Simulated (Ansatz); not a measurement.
Reactions of `[Cl][GeH]([Cl])[GeH3]`.

Program: Ansatz. Geometries: PBE0-D4/def2-TZVP. ΔE: electronic, gas phase. CBS: MP2 limit from def2 TZ/QZ plus the TZ coupled-cluster correction, frozen cores. This one scheme is used for every species. Functionals use def2-TZVPP. For Br, Ge outer-core shells are correlated without core-valence functions, which leaves a few kJ/mol of doubt a bond. Scalar relativity is left out up to krypton. Each species was taken in one conformer, which may not be the lowest.

```tsv
reaction	CCSD(T)/CBS(def2) (eV)
`[Cl][GeH]([Cl])[GeH3]` + `FCC(F)Br` → `[Cl][GeH]([Cl])[Br]` + `FC[CH](F)[GeH3]`	-0.70
`[Cl][GeH]([Cl])[GeH3]` + CH₃SH → `C[S][GeH3]` + `[Cl][GeH2][Cl]`	-0.07
`[Cl][GeH]([Cl])[GeH3]` + HCl → `[Cl][GeH]([Cl])[Cl]` + GeH₄	?
`[Cl][GeH]([Cl])[GeH3]` + `C=[CH][AlH2]` → `C=[C]([AlH2])[GeH3]` + `[Cl][GeH2][Cl]`	0.44
```

**Question.** Fill in the missing values. (An estimate is asked.)

**Answer.** The calculation gave: `[Cl][GeH]([Cl])[GeH3]` + HCl → `[Cl][GeH]([Cl])[Cl]` + GeH₄: -0.33 eV.

Largest T1 diagnostic: 0.012, for `C=[C]([AlH2])[GeH3]`.
